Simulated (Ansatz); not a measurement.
A run on `[OH][InH2]` with other settings.

```yaml
crystal:
  periodic: [false, false, false]
  atoms:
    - {symbol: O, position_ang: [0.829282, -0.830845, 0.776579]}
    - {symbol: In, position_ang: [-0.169392, 0.504190, -0.312407]}
    - {symbol: H, position_ang: [0.380686, -1.675833, 0.849399]}
    - {symbol: H, position_ang: [-1.661634, -0.055662, -0.945431]}
    - {symbol: H, position_ang: [0.670957, 1.984449, -0.409440]}
basis:
  gaussian: {orbitals: def2-mTZVP, point_charges: [{charge: 0.50, position_ang: [4.180, -0.168, 0.689]}]}
hamiltonian: {xc: {name: PBEsol}}
output: {forces: true}
```

```sh
$ ansatz run in.yaml --threads 2 --pin off --events-out ev --progress --plain --max-ram 32768MiB --backend cpu
```

Output, abridged:

```
Functional definition: PBEsol
648 factors; their error is unknown
mean field evaluation 1: about -7246.2137 eV, gradient 7.1e1 eV
mean field evaluation 2: about -7130.9754 eV, gradient 1.9e2 eV
mean field evaluation 4: about -7254.4863 eV, gradient 1.3e1 eV
mean field evaluation 8: about -7254.9727 eV, gradient 8.8e-2 eV
mean field evaluation 16: about -7254.9649 eV, gradient 4.9e-5 eV
mean field -7254.96487969 eV, -266.6150417366 hartree, gradient 4.9e-5 eV, S^2 0.000000; 0 other end points of the search recorded, 0 dependent functions left out
reference -7254.96493710 eV, -266.6150438467 hartree; 16, 16 occupied and 53, 53 virtual orbitals, 648 factors
Total energy: -7254.96493710 eV, -266.6150438467 hartree
Atom 0 at     0.829282    -0.830845     0.776579 Å, force     0.974811     0.478279     0.214551 eV/Å
Atom 1 at    -0.169392     0.504190    -0.312407 Å, force    -0.534936     0.244065    -0.316310 eV/Å
Atom 2 at     0.380686    -1.675833     0.849399 Å, force    -0.414655    -0.731695     0.051293 eV/Å
Atom 3 at    -1.661634    -0.055662    -0.945431 Å, force    -0.048752    -0.032650    -0.015711 eV/Å
Atom 4 at     0.670957     1.984449    -0.409440 Å, force     0.178187     0.088055     0.032845 eV/Å
Dipole moment:    -0.453001     0.035138    -0.215137 e Å
```

Run time 0.7 s (2 threads of an AMD EPYC 7R13 on a shared host); peak host memory 0.12 GiB.
